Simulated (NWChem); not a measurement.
Program: NWChem. System: CF2, charge 0, spin multiplicity 3, at a geometry optimised with UPBE/def2-SVP. The structure started from a generated list of species. Its SCF solution wasn't tested for a lower state. Level: UBHandHLYP/def2-TZVP.

The NWChem input:

```
start mol
memory heap 200 mb stack 900 mb global 1100 mb
geometry units angstroms nocenter noautoz
  F      1.146797     0.000000    -0.164680
  C      0.000000     0.000000     0.494040
  F     -1.146797     0.000000    -0.164680
  symmetry group C2v
end
basis spherical
  * library def2-tzvp
end
dft
  xc bhlyp
  odft
  mult 3
  semidirect memsize 60000000 filesize 0
  iterations 100
end
task dft energy
```

Output (cleaned and shortened):

```
             Northwest Computational Chemistry Package (NWChem) 7.3.0
             --------------------------------------------------------

                                NWChem Input Module
                                -------------------

 Scaling coordinates for geometry "geometry" by  1.889725989
 (inverse scale =  0.529177249)

 Turning off AUTOSYM since
 SYMMETRY directive was detected!

                             Geometry "geometry" -> ""
                             -------------------------

 Output coordinates in angstroms (scale by  1.889725989 to convert to a.u.)

  No.       Tag          Charge          X              Y              Z
 ---- ---------------- ---------- -------------- -------------- --------------
    1 F                    9.0000     1.14679700     0.00000000    -0.16468000
    2 C                    6.0000     0.00000000     0.00000000     0.49404000
    3 F                    9.0000    -1.14679700     0.00000000    -0.16468000

 Effective nuclear repulsion energy (a.u.)      61.9021608260

            Nuclear Dipole moment (a.u.)
            ----------------------------
        X                 Y               Z
 ---------------- ---------------- ----------------
     0.0000000000     0.0000000000     0.0000000000

      Symmetry information
      --------------------

 Group name             C2v
 Group number             16
 Group order               4
 No. of unique centers     2

      Symmetry unique atoms

     1    2


 Summary of "ao basis" -> "" (spherical)
 ------------------------------------------------------------------------------
       Tag                 Description            Shells   Functions and Types
 ---------------- ------------------------------  ------  ---------------------
 *                         def2-tzvp                  on all atoms

                                 NWChem DFT Module
                                 -----------------

 Summary of "ao basis" -> "ao basis" (spherical)
 ------------------------------------------------------------------------------
       Tag                 Description            Shells   Functions and Types
 ---------------- ------------------------------  ------  ---------------------
 F                         def2-tzvp                11       31   5s3p2d1f
 C                         def2-tzvp                11       31   5s3p2d1f

 Summary of "ao basis" -> "ao basis" (spherical)
 ------------------------------------------------------------------------------
       Tag                 Description            Shells   Functions and Types
 ---------------- ------------------------------  ------  ---------------------
 F                         def2-tzvp                11       31   5s3p2d1f
 C                         def2-tzvp                11       31   5s3p2d1f

      Symmetry analysis of basis
      --------------------------

        a1         35
        a2         13
        b1         28
        b2         17

            General Information
            -------------------
          SCF calculation type: DFT
          Wavefunction type:  spin polarized.
          No. of atoms     :     3
          No. of electrons :    24
           Alpha electrons :    13
            Beta electrons :    11
          Charge           :     0
          Spin multiplicity:     3
          Use of symmetry is: on ; symmetry adaption is: on
          Maximum number of iterations: 100
          AO basis - number of functions:    93
                     number of shells:    33
          Convergence on energy requested:  1.00D-06
          Convergence on density requested:  1.00D-05
          Convergence on gradient requested:  5.00D-04

              XC Information
              --------------
                        BHLYP Method XC Functional
                     Hartree-Fock (Exact) Exchange  0.500
                        Slater Exchange Functional  0.500 local
                    Becke 1988 Exchange Functional  0.500 non-local
              Lee-Yang-Parr Correlation Functional  1.000

             Grid Information
             ----------------
          Grid used for XC integration:  medium
          Radial quadrature: Mura-Knowles
          Angular quadrature: Lebedev.
          Tag              B.-S. Rad. Rad. Pts. Rad. Cut. Ang. Pts.
          ---              ---------- --------- --------- ---------
          F                   0.50       49           7.0       434
          C                   0.70       49           6.0       434
          Grid pruning is: on
          Number of quadrature shells:    98
          Spatial weights used:  Erf1

          Convergence Information
          -----------------------
          Convergence aids based upon iterative change in
          total energy or number of iterations.
          Levelshifting, if invoked, occurs when the
          HOMO/LUMO gap drops below (HL_TOL):  1.00D-02
          DIIS, if invoked, will attempt to extrapolate
          using up to (NFOCK): 10 stored Fock matrices.

                    Damping( 0%)  Levelshifting(0.5)       DIIS
                  --------------- ------------------- ---------------
          dE  on:    start            ASAP                start
          dE off:    2 iters        100 iters           100 iters

      Screening Tolerance Information
      -------------------------------
          Density screening/tol_rho:  1.00D-10
          AO Gaussian exp screening on grid/accAOfunc:  14
          CD Gaussian exp screening on grid/accCDfunc:  20
          XC Gaussian exp screening on grid/accXCfunc:  20
          Schwarz screening/accCoul:  1.00D-08
[...]
    42      0.257982  2 C  pz                 8     -0.240875  1 F  pz
    70     -0.240875  3 F  pz                36      0.239582  2 C  s
    34      0.213823  2 C  s                 11     -0.199788  1 F  pz
    73     -0.199788  3 F  pz                14     -0.147338  1 F  pz

 Vector   13  Occ=1.000000D+00  E=-2.948648D-01  Symmetry=b2
              MO Center= -2.8D-15,  1.9D-15,  4.0D-01, r^2= 1.2D+00
   Bfn.  Coefficient  Atom+Function         Bfn.  Coefficient  Atom+Function
  ----- ------------  ---------------      ----- ------------  ---------------
    38      0.484073  2 C  py                41      0.474403  2 C  py
    44      0.237307  2 C  py                 7     -0.214206  1 F  py
    69     -0.214206  3 F  py                13     -0.176419  1 F  py
    75     -0.176419  3 F  py                10     -0.173918  1 F  py
    72     -0.173918  3 F  py

 Vector   14  Occ=0.000000D+00  E= 1.249242D-01  Symmetry=a1
              MO Center= -1.5D-15,  2.6D-15, -3.0D-01, r^2= 3.3D+00
   Bfn.  Coefficient  Atom+Function         Bfn.  Coefficient  Atom+Function
  ----- ------------  ---------------      ----- ------------  ---------------
    36      1.924995  2 C  s                  5     -1.057075  1 F  s
    67     -1.057075  3 F  s                 45     -0.941981  2 C  pz
    12      0.457690  1 F  px                74     -0.457690  3 F  px
    42     -0.429891  2 C  pz                39     -0.213030  2 C  pz
     3     -0.136131  1 F  s                 65     -0.136131  3 F  s

 Vector   15  Occ=0.000000D+00  E= 1.557289D-01  Symmetry=b1
              MO Center=  1.3D-14, -1.8D-16,  7.8D-01, r^2= 4.3D+00
   Bfn.  Coefficient  Atom+Function         Bfn.  Coefficient  Atom+Function
  ----- ------------  ---------------      ----- ------------  ---------------
    43      1.631619  2 C  px                 5     -1.120728  1 F  s
    67      1.120728  3 F  s                 40      0.493639  2 C  px
    14     -0.311124  1 F  pz                76      0.311124  3 F  pz
    12      0.252010  1 F  px                74      0.252010  3 F  px
    37      0.177594  2 C  px                54      0.142587  2 C  d  1

 Vector   16  Occ=0.000000D+00  E= 1.903821D-01  Symmetry=a1
              MO Center= -9.3D-15, -6.0D-14,  1.6D+00, r^2= 2.8D+00
   Bfn.  Coefficient  Atom+Function         Bfn.  Coefficient  Atom+Function
  ----- ------------  ---------------      ----- ------------  ---------------
    35      1.615336  2 C  s                 36     -1.474552  2 C  s
    45     -0.916877  2 C  pz                42      0.228465  2 C  pz
    12      0.156386  1 F  px                74     -0.156386  3 F  px
    33     -0.116490  2 C  s                  6      0.101094  1 F  px
    68     -0.101094  3 F  px                 9      0.095950  1 F  px

                     DFT Final Beta Molecular Orbital Analysis
                     -----------------------------------------

 Vector    9  Occ=1.000000D+00  E=-6.031665D-01  Symmetry=b2
              MO Center=  1.1D-14, -2.8D-16, -9.4D-02, r^2= 1.6D+00
   Bfn.  Coefficient  Atom+Function         Bfn.  Coefficient  Atom+Function
  ----- ------------  ---------------      ----- ------------  ---------------
     7      0.326161  1 F  py                69      0.326161  3 F  py
    10      0.272395  1 F  py                72      0.272395  3 F  py
    13      0.156839  1 F  py                75      0.156839  3 F  py
    38      0.133270  2 C  py                41      0.106909  2 C  py
    44      0.038719  2 C  py

 Vector   10  Occ=1.000000D+00  E=-5.507352D-01  Symmetry=a2
              MO Center= -8.2D-15, -1.5D-15, -1.5D-01, r^2= 1.7D+00
   Bfn.  Coefficient  Atom+Function         Bfn.  Coefficient  Atom+Function
  ----- ------------  ---------------      ----- ------------  ---------------
     7      0.357846  1 F  py                69     -0.357846  3 F  py
    10      0.297378  1 F  py                72     -0.297378  3 F  py
    13      0.187494  1 F  py                75     -0.187494  3 F  py
    51      0.036057  2 C  d -2

 Vector   11  Occ=1.000000D+00  E=-5.490297D-01  Symmetry=b1
              MO Center=  4.7D-16,  1.2D-15, -1.3D-01, r^2= 1.8D+00
   Bfn.  Coefficient  Atom+Function         Bfn.  Coefficient  Atom+Function
  ----- ------------  ---------------      ----- ------------  ---------------
     8      0.270544  1 F  pz                70     -0.270544  3 F  pz
     6      0.243986  1 F  px                68      0.243986  3 F  px
    11      0.225090  1 F  pz                73     -0.225090  3 F  pz
     9      0.205373  1 F  px                71      0.205373  3 F  px
    14      0.141204  1 F  pz                76     -0.141204  3 F  pz

 Vector   12  Occ=0.000000D+00  E=-1.059570D-01  Symmetry=a1
              MO Center= -2.0D-15,  3.4D-14,  8.5D-01, r^2= 1.5D+00
   Bfn.  Coefficient  Atom+Function         Bfn.  Coefficient  Atom+Function
  ----- ------------  ---------------      ----- ------------  ---------------
    36      0.673495  2 C  s                 35      0.347808  2 C  s
    39      0.257418  2 C  pz                 5     -0.200311  1 F  s
    67     -0.200311  3 F  s                 34      0.188915  2 C  s
    45      0.171984  2 C  pz                14     -0.169151  1 F  pz
    42      0.169209  2 C  pz                76     -0.169151  3 F  pz

 Vector   13  Occ=0.000000D+00  E= 3.512331D-02  Symmetry=b2
              MO Center= -9.7D-16, -3.2D-14,  5.0D-01, r^2= 1.9D+00
   Bfn.  Coefficient  Atom+Function         Bfn.  Coefficient  Atom+Function
  ----- ------------  ---------------      ----- ------------  ---------------
    44      0.650853  2 C  py                38      0.375103  2 C  py
    41      0.345915  2 C  py                13     -0.229645  1 F  py
    75     -0.229645  3 F  py                 7     -0.179021  1 F  py
    69     -0.179021  3 F  py                10     -0.138829  1 F  py
    72     -0.138829  3 F  py

 Vector   14  Occ=0.000000D+00  E= 1.454491D-01  Symmetry=a1
              MO Center= -1.3D-14, -2.8D-15, -3.7D-01, r^2= 3.5D+00
   Bfn.  Coefficient  Atom+Function         Bfn.  Coefficient  Atom+Function
  ----- ------------  ---------------      ----- ------------  ---------------
    36      1.892803  2 C  s                 45     -1.181583  2 C  pz
     5     -1.128829  1 F  s                 67     -1.128829  3 F  s
    12      0.468323  1 F  px                74     -0.468323  3 F  px
    42     -0.355327  2 C  pz                39     -0.174759  2 C  pz
     3     -0.130196  1 F  s                 65     -0.130196  3 F  s

   alpha - beta orbital overlaps
   -----------------------------

   alpha      1      2      3      4      5      6      7      8      9     10
    beta      1      2      3      4      5      6      7      9      8     10
 overlap   1.000  1.000  1.000  1.000  1.000  0.965  0.994  0.990  0.955  1.000

   alpha     11     12     13     14     15     16     17     18     19     20
    beta     11     12     13     14     15     16     17     18     19     20
 overlap   0.994  0.945  0.948  0.980  0.992  0.975  0.956  0.987  0.985  0.997

   alpha     21     22     23     24     25     26     27     28     29     30
    beta     21     22     23     24     25     26     27     28     29     30
 overlap   0.993  0.996  0.999  0.989  1.000  0.993  0.988  0.999  1.000  0.996

   alpha     31     32     33     34     35     36     37     38     39     40
    beta     31     32     33     34     35     36     38     37     39     40
 overlap   0.998  1.000  0.996  0.998  0.999  1.000  0.999  1.000  0.999  1.000

   alpha     41     42     43     44     45     46     47     48     49     50
    beta     41     42     43     44     45     46     47     48     50     49
 overlap   1.000  0.999  1.000  0.998  0.999  0.997  0.999  0.996  0.985  0.975

   alpha     51     52     53     54     55     56     57     58     59     60
    beta     51     52     53     54     55     56     57     58     59     60
 overlap   0.754  0.753  0.975  0.986  0.979  0.979  1.000  0.993  0.993  1.000

   alpha     61     62     63     64     65     66     67     68     69     70
    beta     61     62     63     64     65     66     67     68     69     70
 overlap   1.000  1.000  0.999  1.000  1.000  1.000  0.996  0.999  1.000  1.000

   alpha     71     72     73     74     75     76     77     78     79     80
    beta     71     72     73     74     75     76     77     78     79     80
 overlap   0.996  0.999  0.999  1.000  1.000  1.000  1.000  1.000  1.000  1.000

   alpha     81     82     83     84     85     86     87     88     89     90
    beta     81     82     83     84     85     86     87     88     89     90
 overlap   1.000  1.000  1.000  1.000  1.000  1.000  1.000  1.000  1.000  1.000

   alpha     91     92     93
    beta     91     92     93
 overlap   1.000  1.000  1.000

     --------------------------
     Expectation value of S2:
     --------------------------
      <S2> =      2.0051 (Exact =     2.0000)

 center of mass
 --------------
 x =   0.00000000 y =   0.00000000 z =  -0.01242888

 moments of inertia (a.u.)
 ------------------
          14.131407861701           0.000000000000           0.000000000000
           0.000000000000         192.581916759520           0.000000000000
           0.000000000000           0.000000000000         178.450508897819

     Multipole analysis of the density
     ---------------------------------

     L   x y z        total         alpha         beta         nuclear
     -   - - -        -----         -----         ----         -------
     0   0 0 0     -0.000000    -13.000000    -11.000000     24.000000

     1   1 0 0      0.000000      0.000000     -0.000000      0.000000
     1   0 1 0     -0.000000     -0.000000     -0.000000      0.000000
     1   0 0 1      0.209136     -1.057191      1.266328      0.000000

     2   2 0 0    -12.271947    -49.721317    -47.086937     84.536307
     2   1 1 0      0.000000      0.000000      0.000000      0.000000
     2   1 0 1     -0.000000     -0.000000     -0.000000      0.000000
     2   0 2 0    -11.238846     -6.824131     -4.414716      0.000000
     2   0 1 1      0.000000      0.000000      0.000000      0.000000
     2   0 0 2    -10.875473    -11.466404     -6.381944      6.972875

 Task  times  cpu:        2.0s     wall:        2.0s

 Total times  cpu:        2.0s     wall:        2.0s
```
